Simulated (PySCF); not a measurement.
# OsBr₃⁺, triplet: data card

Level of theory: UB3LYP in PySCF with Os def2-SVP with ECP60, Br def2-SVP; scalar-relativistic core potentials, no spin–orbit coupling; density-fitted integrals.

The structure is a minimum.

* Point group: D3h
* Bond lengths: Os–Br 2.293 Å (×3)
* Bond angles: Br–Os–Br 120.0° (×3)
* Zero-point energy: 6.8 kJ/mol
* Spin squared ⟨S²⟩: 2.014
* Entropy at 298.15 K and 1 bar (electronic part: spin only): 381.4 J/(mol K)
* Dipole moment about the centre of mass: 0.00 D
* Heat capacity Cp at 298.15 K: 78.7 J/(mol K)
* Enthalpy at 298.15 K above 0 K: 19.45 kJ/mol
* Rotational constants: 0.02708, 0.02708, 0.01354 cm⁻¹
* Principal quadrupole moments (Buckingham, traceless) about the centre of mass: -16.99, 8.50, 8.50 D Å
* Principal polarisabilities: 49.5, 113.8, 113.8 bohr³
* Highest occupied level (β): -12.44 eV
* Lowest empty level (α): -10.15 eV
* Rotational symmetry number: 6

Harmonic modes (masses in u: Os 191.961, Br 78.918):
```csv
symmetry,ω (cm⁻¹),"IR (km/mol, summed over degenerate members)",type
a2'',49,0.3,bend
e',75,1.6,bend
a1',271,0.0,stretch
e',329,36.6,stretch
```

In D3h the vibrations span a2'' + 2e' + a1'. The a1' mode carries no infrared intensity, as symmetry demands.

Charges (e):
```
   atom  Mulliken  Löwdin  polar tensor  spin (Mulliken)  Mayer order to Os1
    Os1      0.51   -0.44          1.10             1.60                   –
Br2,3,4      0.16    0.48         -0.03             0.13                1.45
```

Mulliken populations on Os1 (electrons outside its core potential): s 2.76, p 6.25, d 6.44, f 0.04.

Formally Os is in oxidation state +4, d4, with 2 unpaired electrons (the high-spin count would be 4). The Mulliken spin on Os is 1.60. The polar-tensor charge on Os, 1.10, is far below the formal one.

Only a few start shapes were tried, so a lower isomer may exist. With open d or f shells other occupations or spin states may lie lower. With an element this heavy the missing spin–orbit coupling can shift these numbers.

The final relaxation and frequency run took about 9 core-minutes on a shared host.
